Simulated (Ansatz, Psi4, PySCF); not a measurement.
C$_{3}$H$_{9}$N, charge +1, doublet, geometry from GFN2-xTB (a state made from the parent by changing its charge; the spin is typed, not shown lowest). Base run: B3LYP5/STO-3G run with PySCF.

The PySCF input:
```python
from pyscf import gto, scf, dft

mol = gto.M(
    atom='''
C    -0.58697625    1.20935650    0.59090442
C    -0.00874044    0.08802893   -0.26351798
C     1.43871210   -0.29305842    0.02182977
N    -0.85591561   -1.00397376   -0.39613980
H     0.04467706    2.09162211    0.54772703
H    -0.64164982    0.87441774    1.62797986
H    -1.59209792    1.48714983    0.27947297
H     0.06108549    0.56721119   -1.28005421
H     1.81315739   -1.03846393   -0.67716207
H     1.50386623   -0.71687113    1.02524213
H     2.08335084    0.57957615   -0.02499560
H    -0.49159697   -1.92416414   -0.60070036
H    -1.84735550   -0.91862355   -0.21982844
''',
    basis='sto-3g',
    charge=1,
    spin=1,
    verbose=4,
)

mf = dft.UKS(mol)
mf.xc = 'b3lyp5'
mf.kernel()
```

The same geometry, method and basis name were run in Ansatz (a program for electronic structure) and Psi4 and PySCF, at each program's defaults and at the settings that a row names. The base is PySCF at its defaults. Differences at the defaults can come from grids, fitting, cores and function types together.

```tsv
code and settings	ΔE vs base (µEh)	basis functions	E (Eh)	SCF cycles
PySCF, defaults (exact integrals, its default grid, spherical functions)	0.0	29	-171.95211	10
Psi4, defaults (density fitting with its default set, its default grid, spherical functions)	-1152	29	-171.95327	9
Ansatz, defaults (factorised integrals, its default grid, spherical functions)	-3.7	29	-171.95212	-
PySCF, density fitting with def2-universal-jkfit	-1142	29	-171.95326	10
PySCF, fine grid	-6.4	29	-171.95212	10
Psi4, exact integrals, spherical functions, fine grid	-6.3	29	-171.95212	12
Ansatz, high accuracy	-6.2	29	-171.95212	-
```

Open shells are given as the SCF converged; they aren't shown to be the lowest states, and a large step between rows can be another state.
